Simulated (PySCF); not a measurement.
AlI3 (SMILES [I][Al]([I])[I]), singlet, geometry from GFN2-xTB (such geometries of metal compounds can be far from the true shape) (core potentials on I); DF-PBE/def2-SV(P) run with PySCF.

PySCF was given this input:
```python
from pyscf import gto, scf, dft

mol = gto.Mole()
mol.atom = '''
    Al   -0.000000   -0.000000   -0.000000
    I    -2.057117   -1.441313   -0.052762
    I     0.006594    2.223068   -1.170395
    I     2.050523   -0.781755    1.223156
'''
mol.basis = 'def2-sv(p)'
mol.ecp = {'I': 'def2-sv(p)'}
mol.charge = 0
mol.spin = 0
mol.verbose = 4
mol.symmetry = True
mol.build()

mf = dft.RKS(mol)
mf.xc = 'pbe'
mf.irrep_nelec = {"A'": 64, 'A"': 24}
mf = mf.density_fit(auxbasis='def2-universal-jkfit')
mf.kernel()
mf.analyze()
```

It wrote (shortened):

```
PySCF version 2.14.0

[INPUT] verbose = 4
[INPUT] num. atoms = 4
[INPUT] num. electrons = 88
[INPUT] charge = 0
[INPUT] spin (= nelec alpha-beta = 2S) = 0
[INPUT] symmetry True subgroup None
[INPUT] Mole.unit = angstrom
[INPUT] Symbol           X                Y                Z      unit          X                Y                Z       unit  Magmom
[...]
nuclear repulsion = 433.378845987281
point group symmetry = Cs
symmetry origin: [ 1.65242497e-16  1.65242497e-16 -5.82299329e-07]
symmetry axis x: [0.93529532 0.0330588  0.35232058]
symmetry axis y: [-0.12760378 -0.89713496  0.42292568]
symmetry axis z: [ 0.33006052 -0.44051785 -0.8348677 ]
num. orbitals of irrep A' = 67
num. orbitals of irrep A" = 29
number of shells = 38
number of NR pGTOs = 219
number of NR cGTOs = 96
basis = def2-sv(p)
ecp = {'I': 'def2-sv(p)'}

******** <class 'pyscf.df.df_jk.DFSymAdaptedRKS'> ********
method = DFSymAdaptedRKS
initial guess = minao
damping factor = 0
level_shift factor = 0
DIIS = <class 'pyscf.scf.diis.CDIIS'>
diis_start_cycle = 1
diis_space = 8
diis_damp = 0
SCF conv_tol = 1e-09
SCF conv_tol_grad = None
SCF max_cycles = 50
direct_scf = False
XC library pyscf.dft.libxc version 7.1.2
    S. Lehtola, C. Steigemann, M. J. T. Oliveira, and M. A. L. Marques,  SoftwareX 7, 1–5 (2018)
XC functionals = pbe
    J. P. Perdew, K. Burke, and M. Ernzerhof,  Phys. Rev. Lett. 77, 3865 (1996)
    J. P. Perdew, K. Burke, and M. Ernzerhof,  Phys. Rev. Lett. 78, 1396 (1997)
    J. P. Perdew, K. Burke, and M. Ernzerhof,  Phys. Rev. Lett. 77, 3865 (1996)
    J. P. Perdew, K. Burke, and M. Ernzerhof,  Phys. Rev. Lett. 78, 1396 (1997)
radial grids:
    Treutler-Ahlrichs [JCP 102, 346 (1995); DOI:10.1063/1.469408] (M4) radial grids

becke partition: Becke, JCP 88, 2547 (1988); DOI:10.1063/1.454033
pruning grids: <function nwchem_prune>
grids dens level: 3
symmetrized grids: True
atomic radii adjust function: <function treutler_atomic_radii_adjust>
small_rho_cutoff = 0
Freeze 88 electrons in irreps ["A'", 'A"']
    0 free electrons in irreps
Set gradient conv threshold to 3.16228e-05
Initial guess from minao.
tot grids = 85056
init E= -1041.89159654657
HOMO (A') = -1.26110735706484  LUMO (A") = -1.61760411085549  gap/eV = -9.70077

WARN: A' HOMO -1.26110735706484 > system LUMO -1.61760411085549

WARN: A" HOMO -1.61760472379743 > system LUMO -1.61760411085549

WARN: A" LUMO -1.61760411085549 < system HOMO -1.26110735706484

cycle= 1 E= -1131.11294643248  delta_E= -89.2  |g|= 5.23  |ddm|= 15.7
HOMO (A') = 0.099720424595332  LUMO (A") = 0.0224071315436447  gap/eV = -2.10380

WARN: A' HOMO 0.099720424595332 > system LUMO 0.0224071315436447

WARN: A" LUMO 0.0224071315436447 < system HOMO 0.099720424595332

cycle= 2 E= -1130.66044301117  delta_E= 0.453  |g|= 4.34  |ddm|= 21.8
HOMO (A') = -0.0813308956238269  LUMO (A") = -0.104132172151415  gap/eV = -0.62045

WARN: A' HOMO -0.0813308956238269 > system LUMO -0.104132172151415

WARN: A" LUMO -0.104132172151415 < system HOMO -0.0813308956238269

cycle= 3 E= -1133.59076062414  delta_E= -2.93  |g|= 1.62  |ddm|= 18.3
HOMO (A') = -0.132798615358008  LUMO (A") = -0.179038803272587  gap/eV = -1.25826

WARN: A' HOMO -0.132798615358008 > system LUMO -0.179038803272587

WARN: A" LUMO -0.179038803272587 < system HOMO -0.132798615358008

cycle= 4 E= -1133.89287765337  delta_E= -0.302  |g|= 1.52  |ddm|= 7.82
HOMO (A') = -0.0912227954226807  LUMO (A") = -0.213781627749942  gap/eV = -3.33500

WARN: A' HOMO -0.0912227954226807 > system LUMO -0.213781627749942

WARN: A" LUMO -0.213781627749942 < system HOMO -0.0912227954226807

cycle= 5 E= -1134.65917436033  delta_E= -0.766  |g|= 0.709  |ddm|= 4.81
HOMO (A') = -0.099823197104385  LUMO (A") = -0.184973513281088  gap/eV = -2.31706

WARN: A' HOMO -0.099823197104385 > system LUMO -0.184973513281088

WARN: A" LUMO -0.184973513281088 < system HOMO -0.099823197104385

cycle= 6 E= -1134.41899360922  delta_E= 0.24  |g|= 1.06  |ddm|= 4.91
[...]

WARN: A" LUMO -0.273432403111442 < system HOMO -0.0895044794102731

cycle= 40 E= -1135.04731558526  delta_E= -0.017  |g|= 0.276  |ddm|= 1.82
HOMO (A') = -0.0893539972228083  LUMO (A") = -0.272466611239896  gap/eV = -4.98275

WARN: A' HOMO -0.0893539972228083 > system LUMO -0.272466611239896

WARN: A" LUMO -0.272466611239896 < system HOMO -0.0893539972228083

cycle= 41 E= -1135.03890379757  delta_E= 0.00841  |g|= 0.301  |ddm|= 2.01
HOMO (A') = -0.0909608979361209  LUMO (A") = -0.274392776596623  gap/eV = -4.99144

WARN: A' HOMO -0.0909608979361209 > system LUMO -0.274392776596623

WARN: A" LUMO -0.274392776596623 < system HOMO -0.0909608979361209

cycle= 42 E= -1135.04242990493  delta_E= -0.00353  |g|= 0.297  |ddm|= 0.13
HOMO (A') = -0.0906116428568779  LUMO (A") = -0.271791736448643  gap/eV = -4.93016

WARN: A' HOMO -0.0906116428568779 > system LUMO -0.271791736448643

WARN: A" LUMO -0.271791736448643 < system HOMO -0.0906116428568779

cycle= 43 E= -1134.9896721511  delta_E= 0.0528  |g|= 0.408  |ddm|=  2.1
HOMO (A') = -0.090766487080451  LUMO (A") = -0.269594847010339  gap/eV = -4.86617

WARN: A' HOMO -0.090766487080451 > system LUMO -0.269594847010339

WARN: A" LUMO -0.269594847010339 < system HOMO -0.090766487080451

cycle= 44 E= -1134.92759393882  delta_E= 0.0621  |g|= 0.482  |ddm|=  0.3
HOMO (A') = -0.0901544126192348  LUMO (A") = -0.274088341628191  gap/eV = -5.00510

WARN: A' HOMO -0.0901544126192348 > system LUMO -0.274088341628191

WARN: A" HOMO -0.274371511463131 > system LUMO -0.274088341628191

WARN: A" LUMO -0.274088341628191 < system HOMO -0.0901544126192348

cycle= 45 E= -1135.0402251756  delta_E= -0.113  |g|= 0.348  |ddm|= 0.486
HOMO (A') = -0.090713918886884  LUMO (A") = -0.274512312103174  gap/eV = -5.00141

WARN: A' HOMO -0.090713918886884 > system LUMO -0.274512312103174

WARN: A" HOMO -0.274662915569161 > system LUMO -0.274512312103174

WARN: A" LUMO -0.274512312103174 < system HOMO -0.090713918886884

cycle= 46 E= -1135.05004786325  delta_E= -0.00982  |g|= 0.289  |ddm|= 2.13
HOMO (A') = -0.0904477481461399  LUMO (A") = -0.273064595560611  gap/eV = -4.96926

WARN: A' HOMO -0.0904477481461399 > system LUMO -0.273064595560611

WARN: A" LUMO -0.273064595560611 < system HOMO -0.0904477481461399

cycle= 47 E= -1135.01105694504  delta_E= 0.039  |g|= 0.38  |ddm|= 2.04
HOMO (A') = -0.0918952926817624  LUMO (A") = -0.274810573842805  gap/eV = -4.97738

WARN: A' HOMO -0.0918952926817624 > system LUMO -0.274810573842805

WARN: A" HOMO -0.275579890354292 > system LUMO -0.274810573842805

WARN: A" LUMO -0.274810573842805 < system HOMO -0.0918952926817624

cycle= 48 E= -1135.02858935561  delta_E= -0.0175  |g|= 0.374  |ddm|= 0.729
HOMO (A') = -0.0930481466112738  LUMO (A") = -0.26415088034013  gap/eV = -4.65594

WARN: A' HOMO -0.0930481466112738 > system LUMO -0.26415088034013

WARN: A" LUMO -0.26415088034013 < system HOMO -0.0930481466112738

cycle= 49 E= -1134.96817433974  delta_E= 0.0604  |g|= 0.446  |ddm|= 1.43
HOMO (A') = -0.0899392622944575  LUMO (A") = -0.267340997747538  gap/eV = -4.82735

WARN: A' HOMO -0.0899392622944575 > system LUMO -0.267340997747538

WARN: A" LUMO -0.267340997747538 < system HOMO -0.0899392622944575

cycle= 50 E= -1134.90412359113  delta_E= 0.0641  |g|= 0.505  |ddm|= 1.42
SCF not converged.
SCF energy = -1134.90412359113
**** SCF Summaries ****
Total Energy =                       -1134.904123591130428
Nuclear Repulsion Energy =             433.378845987280954
One-electron Energy =                -2756.058261699226023
Two-electron Energy =                 1187.775292120814584
Two-electron Coulomb Energy =         1273.017286552963014
DFT Exchange-Correlation Energy =      -85.241994432148530
HOMO-LUMO gap [eV] =                    -4.827347104031689
Wave-function symmetry = A'
occupancy for each irrep:     A'   A"
                              32   12
**** MO energy ****
[...]
Dipole moment(X, Y, Z, Debye): -2.52434, 16.79795, -9.86142
```

The run did not converge; its last values are not results.
